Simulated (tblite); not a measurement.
Compound: C4H7O2P.
SMILES with atom numbers: `[CH3:1][O:2][C:3]1=[C:4]([CH3:5])[P@@H:6]1=[O:7]` (hydrogens: H8, H9, H10 on C1; H11, H12, H13 on C5; H14 on P6)

Computed with GFN2-xTB (tblite), gas phase: L-BFGS steps from a force-field or distance-geometry start until the largest atomic force falls under 0.01 eV/Å.

Step 69: E = -618.4886 eV
```
atom  x, y, z in Å  |  force x, y, z in eV/Å
C1      2.5243   -0.1618    0.1139   -0.050  -0.001   0.022
O2      1.3932    0.3881   -0.5397    0.010  -0.029   0.007
C3      0.2231   -0.0450   -0.0998   -0.015   0.018   0.004
C4     -1.1020    0.2022   -0.2019    0.026  -0.011  -0.023
C5     -2.0694    1.1008   -0.8606   -0.047  -0.011  -0.001
P6     -0.7392   -1.1203    0.9597    0.029   0.059  -0.010
O7     -0.8076   -1.0856    2.4218    0.000  -0.005   0.023
H8      3.3532   -0.1436   -0.5916   -0.017   0.005  -0.031
H9      2.3252   -1.1902    0.4357    0.008   0.025  -0.019
H10     2.7769    0.4428    0.9896   -0.001  -0.011   0.015
H11    -2.4847    1.8006   -0.1350    0.015   0.024   0.006
H12    -1.5863    1.6623   -1.6589    0.032  -0.021   0.045
H13    -2.8999    0.5288   -1.2727    0.014  -0.005  -0.033
H14    -0.9076   -2.3795    0.4023   -0.002  -0.035  -0.003
```

Step 70: E = -618.4890 eV
```
atom  x, y, z in Å  |  force x, y, z in eV/Å
C1      2.5238   -0.1617    0.1146   -0.024  -0.009   0.008
O2      1.3940    0.3892   -0.5387   -0.001  -0.013   0.017
C3      0.2240   -0.0427   -0.0978   -0.002   0.016  -0.009
C4     -1.1006    0.2023   -0.2034   -0.028  -0.012  -0.001
C5     -2.0709    1.0995   -0.8605   -0.024  -0.007   0.000
P6     -0.7385   -1.1186    0.9605    0.018   0.036  -0.031
O7     -0.8103   -1.0845    2.4223    0.003  -0.001   0.033
H8      3.3503   -0.1442   -0.5934    0.003   0.012  -0.027
H9      2.3250   -1.1907    0.4330    0.000   0.012  -0.006
H10     2.7796    0.4400    0.9915   -0.010  -0.010   0.004
H11    -2.4851    1.8007   -0.1350    0.011   0.003   0.000
H12    -1.5866    1.6614   -1.6572    0.032  -0.008   0.023
H13    -2.9005    0.5274   -1.2749    0.022   0.002  -0.017
H14    -0.9050   -2.3784    0.4019    0.002  -0.021   0.005
```

Q: Estimate the geometry and energy of step 71. (The exact step hangs on the optimiser's Hessian estimate; all steps are aligned on step 70, rigid shifts and turns removed.)

A: E = -618.4892 eV, largest force 0.031 eV/Å
```
atom  x, y, z in Å  |  force x, y, z in eV/Å
C1      2.5231   -0.1610    0.1150   -0.007  -0.017  -0.007
O2      1.3940    0.3892   -0.5391   -0.005   0.000   0.014
C3      0.2241   -0.0419   -0.0982   -0.017   0.010  -0.009
C4     -1.1009    0.2012   -0.2047   -0.020  -0.015   0.015
C5     -2.0713    1.0991   -0.8603   -0.005  -0.001   0.003
P6     -0.7374   -1.1182    0.9603    0.009   0.017  -0.014
O7     -0.8097   -1.0842    2.4224    0.005   0.001   0.013
H8      3.3491   -0.1446   -0.5940    0.005   0.017  -0.016
H9      2.3249   -1.1900    0.4328   -0.005   0.004   0.000
H10     2.7790    0.4401    0.9922   -0.009  -0.006   0.001
H11    -2.4839    1.8006   -0.1341    0.004  -0.003  -0.003
H12    -1.5852    1.6605   -1.6557    0.029   0.003   0.009
H13    -2.9001    0.5273   -1.2758    0.009   0.002  -0.017
H14    -0.9064   -2.3785    0.4020    0.006  -0.010   0.009
```

The energy changes by -0.0002 eV. The first-order estimate −F·Δx gives -0.0002 eV and the mean of the old and new forces, exact on a quadratic surface, -0.0002 eV. The step makes an angle of 59° with the force vector and moves no atom by more than 0.002 Å.
